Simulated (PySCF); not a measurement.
# What a mistake does to a calculation on BCH7NSi

These are calculations, not measurements. They come from PySCF 2.14.0, an open-source quantum chemistry program, on an isolated molecule that a program drew, which may never have been made. The molecule is BCH7NSi (charge 0, doublet), drawn as the SMILES string `CB(N)[SiH2]`.

Each row is a Hartree-Fock (HF) and frozen-core CCSD(T) single point in the cc-pV(D+d)Z basis, meant for a local HF minimum. Run 1 is clean. Each other run has one planted mistake out of seven kinds, and not every kind appears here: one electron removed, one electron added, multiplicity raised by two, geometry at a saddle point, minimal basis STO-3G, one bond length entered in bohr, all coordinates scaled. The reference is restricted for singlets and unrestricted otherwise, and also for a bond in bohr. Adding or removing an electron swaps singlet and doublet. Electrons count all cores. HOMO and LUMO are orbital energies over both spins, the gradient is its largest component, and the lowest frequency (negative if imaginary) is given only where the gradient is small. Bond lengths are over the 10 bonds as drawn. T1 is the CCSD diagnostic: over 0.02 (restricted) or 0.045 (unrestricted) a single reference is doubtful.

Geometry of the clean run:
```xyz
11
BCH7NSi, angstrom
C    -1.5712   -0.8910    1.5080
B    -0.9010   -1.7750    0.3698
N    -0.9942   -1.3972   -0.9707
Si    0.0536   -3.5204    0.8314
H    -0.8147   -0.5391    2.2178
H    -2.0987   -0.0143    1.1178
H    -2.2862   -1.4811    2.0913
H    -1.4782   -0.5722   -1.2641
H    -0.5862   -1.9067   -1.7262
H     0.9967   -4.0416   -0.1954
H     0.7079   -3.5799    2.1635
```

```
run  electrons  basis functions  <S^2>  HOMO (eV)  LUMO (eV)  gradient (hartree/bohr)  lowest frequency (cm^-1)  mean bond (Å)  longest bond (Å)      T1  HF (hartree)  CCSD(T) (hartree)                     mistake
  1         39              100  0.761      -8.13       1.59                  3.5e-06                        92         1.3286             2.042  0.0145    -410.03251         -410.59090                    no fault
  2         39              100  0.761      -8.22       1.50                  2.6e-02                         -         1.3751             2.114  0.0155    -410.02113         -410.58538      all coordinates scaled
  3         40              100  0.000      -0.08       8.80                  3.6e-02                         -         1.3286             2.042  0.0148    -410.00190         -410.59280          one electron added
  4         39              100  3.762      -4.14      -1.34                  5.8e-02                         -         1.3286             2.042  0.0283    -409.81007         -410.35817  multiplicity raised by two
  5         38              100  0.000     -16.50      -6.39                  4.6e-02                         -         1.3286             2.042  0.0182    -409.76593         -410.31686                           ?
```

**Which mistake was planted in run 5, and what did it cost?**

It counts 38 electrons, one fewer than the clean run, at the same geometry and basis. So the mistake is: one electron removed. Subtracting run 1 and multiplying by 627.51 kcal/mol a hartree, the energy moved by 167.3 kcal/mol in HF and 172.0 kcal/mol in CCSD(T).

